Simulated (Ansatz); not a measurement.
```xyz
11

C     1.727    0.412    0.105
C     0.423    0.123    0.104
C    -0.400   -0.394   -1.074
Al   -1.863   -0.349    0.222
N    -0.472    0.230    1.178
H     2.315    0.287   -0.793
H     2.229    0.776    0.995
H    -0.410    0.305   -1.913
H    -0.042   -1.358   -1.440
H    -3.387   -0.593    0.553
H    -0.120    0.559    2.062
```

Charge 0, multiplicity 1.

(1) List the PBE/def2-TZVPP orbital energies in eV (Ansatz 0.2.0). (Best estimate.)

Answers

(1) Computed: Occupied: -1506.42, -380.25, -269.76, -268.40, -267.87, -106.73, -68.82, -68.64, -68.58, -22.25, -17.91, -16.52, -13.50, -11.64, -10.58, -10.23, -9.39, -8.44, -8.03, -7.71, -6.45, -4.79. Lowest empty: -1.57, -0.58, -0.30, 0.15, 1.25, 1.70, 1.99, 2.47.
